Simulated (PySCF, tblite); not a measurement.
Isomers of C7H15 (doublet state), one GFN2-xTB conformer each. Single-point energies are computed at B3LYP/pcH-1 (PySCF, gas phase, no added dispersion term), electronic only. GFN2-xTB treats the open shell by occupation alone, and not every SCF solution was tested for stability.

Problem. Rank them by B3LYP/pcH-1 energy, lowest first (kcal/mol).
A. `[CH2:1][CH2:2][C@@H:3]([CH3:4])[CH:5]([CH3:6])[CH3:7]` (doublet state) with H–C1–C2–C3 61° and -115°, C1–C2–C3–C4 69°, C2–C3–C5–C6 73°
B. `[CH3:1][CH:2][C@H:3]([CH3:4])[CH:5]([CH3:6])[CH3:7]` (doublet state) with C1–C2–C3–C4 -108°, C2–C3–C5–C6 179°
C. `[CH3:1][CH:2][C@@H:3]([CH3:4])[CH2:5][CH2:6][CH3:7]` (doublet state) with C1–C2–C3–C4 108°, C2–C3–C5–C6 62°, C3–C5–C6–C7 -179°

Solution. C (0.0), B (1.1), A (5.1).

Neighbours under 5.0 kcal/mol apart (C[CH][C@@H](C)CCC and C[CH][C@H](C)C(C)C; C[CH][C@H](C)C(C)C and [CH2]C[C@@H](C)C(C)C) can change places with a better method, another conformer or zero-point energy. GFN2-xTB itself gives, in the same order: 0.3, 0.0, 6.1. GFN2-xTB puts C[CH][C@H](C)C(C)C lowest instead; measured from each level's own lowest isomer, the values differ by up to 1.1 kcal/mol (C[CH][C@H](C)C(C)C: 0.0 against 1.1).

Problem. What happens when harmonic zero-point energies from GFN2-xTB frequencies are added?

Solution. 
```
              SMILES  ZPE (kcal/mol)  electronic (kcal/mol)  with ZPE (kcal/mol)
   C[CH][C@@H](C)CCC           125.3                    0.0                  0.0
  C[CH][C@H](C)C(C)C           125.1                    1.1                  1.0
[CH2]C[C@@H](C)C(C)C           125.2                    5.1                  5.0
```

The zero-point energies span 0.2 kcal/mol. The order is unchanged.

Problem. As an exercise, what shares would exp(−E/RT) give at 500 K from these electronic energies alone (no entropy, no degeneracies)?

Solution. RT = 0.994 kcal/mol: C[CH][C@@H](C)CCC 75.7 %, C[CH][C@H](C)C(C)C 23.9 %, [CH2]C[C@@H](C)C(C)C 0.4 %.
